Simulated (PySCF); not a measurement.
Species: 4-methoxythioanisole, C₈H₁₀OS.
Atom-mapped SMILES: `[CH3:1][O:2][c:3]1[cH:4][cH:5][c:6]([S:7][CH3:8])[cH:9][cH:10]1` (hydrogens: H11, H12, H13 on C1; H14 on C4; H15 on C5; H16, H17, H18 on C8; H19 on C9; H20 on C10)

Method used: PBE0-D3(BJ)/def2-SVP geometry optimisation, gas phase (PySCF 2.14.0).

Q: Give the optimised bond lengths and angles.

A: 
```tsv
bond	length (Å)
C1–O2	1.398
O2–C3	1.351
C3–C4, C3–C10	1.399
C4–C5, C9–C10	1.391
C5–C6, C6–C9	1.400
C6–S7	1.766
S7–C8	1.797
C1–H11, C1–H12, C1–H13	1.103
C4–H14, C10–H20	1.091
C5–H15, C9–H19	1.092
C8–H16, C8–H17, C8–H18	1.100
```

Bonds in one row agree within 0.01 Å and their mean is given. A selection of angles:
```tsv
angle	degrees
O2–C1–H11	112.0
O2–C1–H12	106.8
H11–C1–H12	108.7
C1–O2–C3	118.6
O2–C3–C4	116.5
O2–C3–C10	124.6
C4–C3–C10	118.9
C3–C4–C5	120.9
C3–C4–H14	118.3
C5–C4–H14	120.8
C4–C5–C6	120.6
C4–C5–H15	118.6
C6–C5–H15	120.8
C5–C6–S7	124.8
C5–C6–C9	118.3
S7–C6–C9	116.9
C6–S7–C8	103.1
S7–C8–H16	105.7
S7–C8–H17	112.0
H16–C8–H17	108.6
C6–C9–H19	119.5
C9–C10–H20	118.9
C3–C10–C9	120.0
C3–C10–H20	121.1
```

Torsions: C1–O2–C3–C4 180° (antiperiplanar); C5–C6–S7–C8 1° (synperiplanar).

The C–O distances run from 1.351 Å (O2–C3, drawn single) to 1.398 Å (C1–O2, drawn single), a spread of 0.047 Å. Of the pairs four or more bonds apart, C1···H20 is among the closest relative to their van der Waals radii: 2.54 Å, 87 % of the sum of Bondi's values. The 6-membered ring C3–C4–C5–C6–C9–C10 has internal angles of 118.3° to 121.4°; it is planar, 0.00 Å rms from its mean plane, widest ring torsion 0°. S7 (sulfide sulfur) is bent (angle 103.1°). The 10 heavy atoms lie in one plane (0.007 Å rms). The 2 C–S bonds span 1.766 Å (C6–S7, drawn single) to 1.797 Å (S7–C8, drawn single), a spread of 0.031 Å.

Point group: Cs (tolerance 0.08 Å). Stationary, but not proved a minimum. One conformer, not necessarily the lowest.

Hardware: one thread, AMD EPYC 9R45 (x86_64), no GPU, on a shared host. Cost: 52 s wall, 0.90 GiB resident at most. These figures are those of the optimisation.
